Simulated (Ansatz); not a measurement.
Nudged elastic band run: CuSi$_{16}$, charge +1

input.yaml

```yaml
crystal:
  lattice:
    - [0.0, 5.43, 5.43]
    - [5.43, 0.0, 5.43]
    - [5.43, 5.43, 0.0]
  atoms:
    - { symbol: Si, position: [-0.03350446, 0.0058869, 0.00606608] }
    - { symbol: Si, position: [0.12221014, 0.11360863, 0.11409862] }
    - { symbol: Si, position: [0.00925157, -0.01165979, 0.49793208] }
    - { symbol: Si, position: [0.12878359, 0.11870678, 0.63833622] }
    - { symbol: Si, position: [0.00909681, 0.49758066, -0.01137558] }
    - { symbol: Si, position: [0.12862231, 0.63821538, 0.119023] }
    - { symbol: Si, position: [0.01202963, 0.50131826, 0.50167478] }
    - { symbol: Si, position: [0.15450654, 0.61720222, 0.61750589] }
    - { symbol: Si, position: [0.49641716, -0.00333501, -0.00282866] }
    - { symbol: Si, position: [0.59478033, 0.13605207, 0.13670576] }
    - { symbol: Si, position: [0.502505, -0.005278, 0.5101328] }
    - { symbol: Si, position: [0.63724555, 0.11955726, 0.62483522] }
    - { symbol: Si, position: [0.50241051, 0.50951216, -0.0045898] }
    - { symbol: Si, position: [0.63707308, 0.62429263, 0.12027134] }
    - { symbol: Si, position: [0.52567928, 0.49202397, 0.4927453] }
    - { symbol: Si, position: [0.6394093, 0.62221217, 0.6228924] }
    - { symbol: Cu, position: [0.16872316, 0.27355761, 0.27349166] }
total_charge: 1
basis:
  ecutwfc: 420.0
kpoints:
  mp_grid: { grid: [2, 2, 2] }
hamiltonian:
  xc: pbe
  dispersion: d3bj
  pseudopotentials: { kind: paw, azcp: { folder: soft_1 } }
scf:
  occupations: { method: gaussian, width: 0.02 }
  lower_state_search: "off"
  max_iter: 93
neb:
  images: 3
  f_tol: 0.05
  max_iterations: 43
  order_check: false
  spring: 0.05
  optimiser: fire
  final_atoms:
    - { symbol: Si, position: [-0.00263824, -0.00785213, 0.01384886] }
    - { symbol: Si, position: [0.13364465, 0.12486601, 0.11715014] }
    - { symbol: Si, position: [0.00565873, -0.00527576, 0.5053484] }
    - { symbol: Si, position: [0.11935544, 0.12276134, 0.63936339] }
    - { symbol: Si, position: [-0.00281756, 0.49718095, 0.01383005] }
    - { symbol: Si, position: [0.120281, 0.62023595, 0.13960367] }
    - { symbol: Si, position: [-0.00421613, 0.49574205, 0.5130178] }
    - { symbol: Si, position: [0.11906124, 0.61908357, 0.63934942] }
    - { symbol: Si, position: [0.51338877, 0.01339162, -0.03941483] }
    - { symbol: Si, position: [0.6250757, 0.12505067, 0.1170752] }
    - { symbol: Si, position: [0.49510805, -0.00491623, 0.50537585] }
    - { symbol: Si, position: [0.63731019, 0.13738744, 0.5891823] }
    - { symbol: Si, position: [0.49219476, 0.49733753, 0.01384874] }
    - { symbol: Si, position: [0.62486418, 0.63366751, 0.11715583] }
    - { symbol: Si, position: [0.49470391, 0.50574238, 0.50532977] }
    - { symbol: Si, position: [0.62280466, 0.61934477, 0.63936394] }
    - { symbol: Cu, position: [0.39000618, -0.10984604, 0.331473] }
```

Run as:

```bash
$ ansatz run input.yaml --threads 1 --pin off --max-ram 3072MiB --backend cpu --events-out ev --progress --plain --runs-dir out
```

Output, in part (warnings, iteration lines):

```
NEB end point (image 0): max|allowed force component| = 2.640e-2 eV/Å (the criterion of neb.relax_end_points is 1.000e-2)
NEB end point (image 4): max|allowed force component| = 5.725e-3 eV/Å (the criterion of neb.relax_end_points is 1.000e-2)
NEB iter   1: max|band force component| = 2.710e0 eV/Å  barrier→ = 0.7707 eV  barrier← = 0.7647 eV  Δτ_max = 0.0456 Å  (47 SCF iters)
NEB iter   2: max|band force component| = 1.415e0 eV/Å  barrier→ = 0.4655 eV  barrier← = 0.4596 eV  Δτ_max = 0.0693 Å  (22 SCF iters)
NEB iter   3: max|band force component| = 6.334e-1 eV/Å  barrier→ = 0.2841 eV  barrier← = 0.2782 eV  Δτ_max = 0.0656 Å  (24 SCF iters)
NEB iter   4: max|band force component| = 1.163e0 eV/Å  barrier→ = 0.2950 eV  barrier← = 0.2890 eV  Δτ_max = 0.0044 Å  (23 SCF iters)
NEB iter   5: max|band force component| = 1.072e0 eV/Å  barrier→ = 0.2778 eV  barrier← = 0.2718 eV  Δτ_max = 0.0084 Å  (16 SCF iters)
NEB iter   6: max|band force component| = 8.975e-1 eV/Å  barrier→ = 0.2488 eV  barrier← = 0.2429 eV  Δτ_max = 0.0117 Å  (18 SCF iters)
NEB iter   7: max|band force component| = 6.495e-1 eV/Å  barrier→ = 0.2169 eV  barrier← = 0.2110 eV  Δτ_max = 0.0140 Å  (18 SCF iters)
NEB iter   8: max|band force component| = 3.473e-1 eV/Å  barrier→ = 0.1912 eV  barrier← = 0.1853 eV  CI = image 2  Δτ_max = 0.0149 Å  (18 SCF iters)
NEB iter   9: max|band force component| = 2.845e-1 eV/Å  barrier→ = 0.1776 eV  barrier← = 0.1716 eV  CI = image 2  Δτ_max = 0.0137 Å  (18 SCF iters)
NEB iter  10: max|band force component| = 3.303e-1 eV/Å  barrier→ = 0.1748 eV  barrier← = 0.1689 eV  CI = image 2  Δτ_max = 0.0014 Å  (18 SCF iters)
NEB iter  11: max|band force component| = 3.189e-1 eV/Å  barrier→ = 0.1719 eV  barrier← = 0.1660 eV  CI = image 2  Δτ_max = 0.0027 Å  (15 SCF iters)
NEB iter  12: max|band force component| = 2.971e-1 eV/Å  barrier→ = 0.1669 eV  barrier← = 0.1610 eV  CI = image 2  Δτ_max = 0.0038 Å  (16 SCF iters)
NEB iter  13: max|band force component| = 2.670e-1 eV/Å  barrier→ = 0.1607 eV  barrier← = 0.1548 eV  CI = image 2  Δτ_max = 0.0046 Å  (16 SCF iters)
NEB iter  14: max|band force component| = 2.317e-1 eV/Å  barrier→ = 0.1544 eV  barrier← = 0.1485 eV  CI = image 2  Δτ_max = 0.0055 Å  (16 SCF iters)
NEB iter  15: max|band force component| = 1.947e-1 eV/Å  barrier→ = 0.1486 eV  barrier← = 0.1427 eV  CI = image 2  Δτ_max = 0.0061 Å  (17 SCF iters)
NEB iter  16: max|band force component| = 1.862e-1 eV/Å  barrier→ = 0.1430 eV  barrier← = 0.1371 eV  CI = image 2  Δτ_max = 0.0071 Å  (17 SCF iters)
NEB iter  17: max|band force component| = 1.950e-1 eV/Å  barrier→ = 0.1362 eV  barrier← = 0.1303 eV  CI = image 2  Δτ_max = 0.0088 Å  (17 SCF iters)
NEB iter  18: max|band force component| = 1.950e-1 eV/Å  barrier→ = 0.1273 eV  barrier← = 0.1213 eV  CI = image 2  Δτ_max = 0.0112 Å  (18 SCF iters)
NEB iter  19: max|band force component| = 1.822e-1 eV/Å  barrier→ = 0.1156 eV  barrier← = 0.1097 eV  CI = image 2  Δτ_max = 0.0141 Å  (18 SCF iters)
NEB iter  20: max|band force component| = 1.547e-1 eV/Å  barrier→ = 0.1024 eV  barrier← = 0.0964 eV  CI = image 2  Δτ_max = 0.0173 Å  (19 SCF iters)
NEB iter  21: max|band force component| = 1.273e-1 eV/Å  barrier→ = 0.0895 eV  barrier← = 0.0835 eV  CI = image 2  Δτ_max = 0.0202 Å  (19 SCF iters)
NEB iter  22: max|band force component| = 1.289e-1 eV/Å  barrier→ = 0.0773 eV  barrier← = 0.0713 eV  CI = image 2  Δτ_max = 0.0227 Å  (18 SCF iters)
NEB iter  23: max|band force component| = 1.175e-1 eV/Å  barrier→ = 0.0642 eV  barrier← = 0.0583 eV  CI = image 2  Δτ_max = 0.0248 Å  (18 SCF iters)
NEB iter  24: max|band force component| = 8.172e-2 eV/Å  barrier→ = 0.0517 eV  barrier← = 0.0458 eV  CI = image 2  Δτ_max = 0.0272 Å  (19 SCF iters)
NEB iter  25: max|band force component| = 1.155e-1 eV/Å  barrier→ = 0.0439 eV  barrier← = 0.0379 eV  CI = image 2  Δτ_max = 0.0026 Å  (20 SCF iters)
NEB iter  26: max|band force component| = 7.980e-2 eV/Å  barrier→ = 0.0427 eV  barrier← = 0.0368 eV  CI = image 2  Δτ_max = 0.0044 Å  (16 SCF iters)
NEB iter  27: max|band force component| = 6.640e-2 eV/Å  barrier→ = 0.0419 eV  barrier← = 0.0360 eV  CI = image 2  Δτ_max = 0.0046 Å  (17 SCF iters)
NEB iter  28: max|band force component| = 8.448e-2 eV/Å  barrier→ = 0.0416 eV  barrier← = 0.0357 eV  CI = image 2  Δτ_max = 0.0054 Å  (16 SCF iters)
NEB iter  29: max|band force component| = 7.932e-2 eV/Å  barrier→ = 0.0408 eV  barrier← = 0.0349 eV  CI = image 2  Δτ_max = 0.0062 Å  (16 SCF iters)
NEB iter  30: max|band force component| = 6.081e-2 eV/Å  barrier→ = 0.0398 eV  barrier← = 0.0339 eV  CI = image 2  Δτ_max = 0.0070 Å  (16 SCF iters)
NEB iter  31: max|band force component| = 4.444e-2 eV/Å  barrier→ = 0.0397 eV  barrier← = 0.0337 eV  CI = image 2  Δτ_max = 0.0000 Å  (17 SCF iters)
```

The forces met the threshold. The order of the stationary point at the top wasn't checked. Limits of this set-up: charged cell in a uniform background, uncorrected.

Final band (atoms are numbered from 1 in the order of the input):

```csv
image,path coordinate (Å),energy (eV),Si5–Cu17 (Å),Si6–Cu17 (Å),Si7–Cu17 (Å)
0,0.00,0.000,2.46,2.35,2.54
1,0.82,0.011,2.85,2.53,2.97
2,1.58,0.040,3.41,3.18,3.42
3,2.20,0.008,3.87,3.86,3.91
4,2.96,0.006,4.32,4.59,4.57
```

Time of the run: 9 min on 1 thread of Arm Neoverse V2 (shared host), peak memory 0.76 GiB.
